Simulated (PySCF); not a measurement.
PySCF 2.14 output of an unrestricted LC-wPBE calculation on a single atom or ion in x2c-TZVPPall with one added diffuse shell each of s, p, d, f type (12s8p8d4f1g, 113 functions), with scalar relativity by spin-free X2C-1e:

```
SCF conv_tol = 1e-09
number electrons alpha = 40  beta = 36
    O. A. Vydrov and G. E. Scuseria.,  J. Chem. Phys. 125, 234109 (2006)
cycle= 1 E= -18414.0926279266  delta_E= -0.0287  |g|= 0.228  |ddm|= 0.285
cycle= 2 E= -18414.0939916523  delta_E= -0.00136  |g|= 0.178  |ddm|= 0.158
cycle= 3 E= -18414.0962701706  delta_E= -0.00228  |g|= 0.0126  |ddm|= 0.0651
cycle= 4 E= -18414.0965373268  delta_E= -0.000267  |g|= 0.00763  |ddm|= 0.0232
cycle= 5 E= -18414.0968693869  delta_E= -0.000332  |g|= 0.00623  |ddm|= 0.0293
cycle= 6 E= -18414.0974395998  delta_E= -0.00057  |g|= 0.00371  |ddm|= 0.0696
cycle= 7 E= -18414.097587541  delta_E= -0.000148  |g|= 0.00226  |ddm|= 0.0313
cycle= 8 E= -18414.0976603743  delta_E= -7.28e-05  |g|= 0.00107  |ddm|= 0.0319
cycle= 9 E= -18414.0976714265  delta_E= -1.11e-05  |g|= 0.000227  |ddm|= 0.0164
cycle= 10 E= -18414.0976715789  delta_E= -1.52e-07  |g|= 8.25e-05  |ddm|= 0.00124
cycle= 11 E= -18414.0976716177  delta_E= -3.88e-08  |g|= 2.92e-05  |ddm|= 0.00107
cycle= 12 E= -18414.0976716194  delta_E= -1.72e-09  |g|= 4.89e-06  |ddm|= 0.000166
cycle= 13 E= -18414.0976716195  delta_E= -8.37e-11  |g|= 1.96e-06  |ddm|= 4.5e-05
converged SCF energy = -18414.0976716195  <S^2> = 6.0013813  2S+1 = 5.0005525
```

The run itself started from symmetry-adapted Hartree-Fock orbitals and held the occupation by maximum overlap, on a logarithmic radial grid, so the iterations belong to that start.

**Question.** Which element, charge and spin multiplicity is this?

**Answer.** Pt²⁺ (platinum, charge +2), multiplicity 5; the state was [Xe] 4f14 5d7 6p1, one real determinant (an excited configuration).

⟨L²⟩ = 13.59 against 20 for a pure G term, so this real determinant mixes terms. Spin-orbit coupling, absent here, splits the open shell strongly.
